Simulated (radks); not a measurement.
Xe LII, configuration [He] 2s1. Calculated with a radial shooting solver on a logarithmic mesh with Libxc functionals: scalar-relativistic Kohn-Sham, BLYP, spin-polarised, spherical densities, finite nucleus; open shells are filled with parallel spins first (spin-orbit coupling, left out, can overturn this in heavy ions); Fermi nuclear charge, rms radius 4.7859 fm.

Unscreened Slater integrals over Kohn-Sham orbitals (eV). They are taken over the spin-up orbitals. Empty in this configuration: 2p.

F0(2s,2s): 228.18
F0(2s,1s): 320.73
G0(2s,1s): 33.436
F0(2s,2p): 242.79
G1(2s,2p): 135.61
F0(1s,1s): 968.58
F0(1s,2p): 359.16
G1(1s,2p): 72.682
F0(2p,2p): 266.48
F2(2p,2p): 127.74
